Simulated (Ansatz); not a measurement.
`[F][InH][GeH3]` + `[Cl][Al]([Cl])[I]` → `[F][InH][I]` + `[Cl][Al]([Cl])[GeH3]`  (redistribution)

Program: Ansatz. Geometries: PBE0-D4/def2-TZVP. ΔE: electronic, gas phase. CCSD(T)/CBS is the MP2 limit (def2-TZVPP, def2-QZVPP) plus CCSD(T) − MP2 in def2-TZVPP, frozen cores. DFT in def2-TZVPP. def2 core potentials past Kr. For Ge, I, In outer-core shells are correlated without core-valence functions, which leaves a few kJ/mol of doubt a bond. Scalar relativity is left out up to krypton.

Problem. Is it downhill or uphill in electronic energy at CCSD(T)/CBS, and by how much? (Estimate.)

Solution. Ansatz gave: Uphill: ΔE = +0.23 eV.

Problem. What do these levels give: BLYP-D4, B97M-V, PBE0-D4, CAM-B3LYP-D4, HF/def2-QZVPP, HF/CBS(def2)? (An estimate is asked.)

Solution. Computed: BLYP-D4 0.23, B97M-V 0.19, PBE0-D4 0.21, CAM-B3LYP-D4 0.23, HF/def2-QZVPP 0.15, HF/CBS(def2) 0.15 eV.

Largest T1 diagnostic among the species: 0.015.

Leaving LDA and LC-ωPBE aside and taking each functional with its dispersion term where it has one, the values, not all of them listed here, spread over 0.05 eV, from B97M-V to ωB97M-V. At CCSD(T), def2-SVP lies −0.05 eV from the extrapolated value and def2-TZVPP +0.00 eV. In def2-TZVPP, CCSD(T) changes the Hartree–Fock value by +0.09 eV (the triples alone add −0.00 eV) and MP2 by +0.15 eV.
